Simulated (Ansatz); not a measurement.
System: C₃H₁₀NSi, net charge 0, doublet state. It need not be the lowest isomer of its formula. 
Coordinates optimised at B3LYP-D3(BJ)/def2-TZVP (Ansatz, a quantum-chemistry and plane-wave program):
```xyz
15

C      1.1752    -0.3389    -1.4354
Si     0.0301     0.0034    -0.0200
C     -1.5755     0.6878    -0.6961
C     -0.2157    -1.5779     0.9508
N      0.6435     1.1863     1.0994
H      1.9600    -1.0887    -1.3964
H      1.1784     0.2460    -2.3506
H     -2.0375    -0.0136    -1.3941
H     -2.2839     0.8861     0.1105
H     -1.4098     1.6246    -1.2346
H     -0.9024    -1.4196     1.7846
H      0.7306    -1.9411     1.3603
H     -0.6225    -2.3681     0.3163
H      1.4408     0.9480     1.6714
H      0.7155     2.1481     0.8007
```
Charge 0, spin multiplicity 2.

Quantity: atomisation energy (electronic, to ground-state atoms), in eV. Valence correlation only, unless marked. Open shells are spin-unrestricted. Spin-orbit coupling is left out. No relativistic terms. The coupled-cluster limit lacks core correlation, which all-electron functionals hold. Basis-set limits of correlation are two-point, X^-3; Hartree-Fock from the larger set.

```
level                                        program  atomisation energy (eV)
------------------------------------  --------------  -----------------------
revPBE/def2-TZVPD                             Ansatz                    56.13
B3LYP/def2-TZVPD                              Ansatz                    57.11
r2SCANh-D4/def2-TZVPD                 Ansatz + dftd4                    57.39
HSE06/def2-TZVPD                              Ansatz                    57.39
wB97X-V/def2-TZVPD                            Ansatz                    57.61
B2GP-PLYP-D4/def2-TZVPD               Ansatz + dftd4                    56.71
PBE-QIDH/def2-TZVPD                           Ansatz                    56.92
RPA@PBE/cc-pV(Q+d)Z                           Ansatz                    54.70
MP2/6-31G                                     Ansatz                    48.01
MP2/cc-pV(D+d)Z                               Ansatz                    53.11
MP2/CBS(cc-pV(T+d)Z,cc-pV(Q+d)Z)              Ansatz                    57.85
SCS-MP2/6-31G                                 Ansatz                    48.22
CCSD/cc-pV(D+d)Z                              Ansatz                    52.35
CCSD(T)/cc-pV(T+d)Z                           Ansatz                    56.04
CCSD(T)/CBS(cc-pV(T+d)Z,cc-pV(Q+d)Z)          Ansatz                    57.50
```
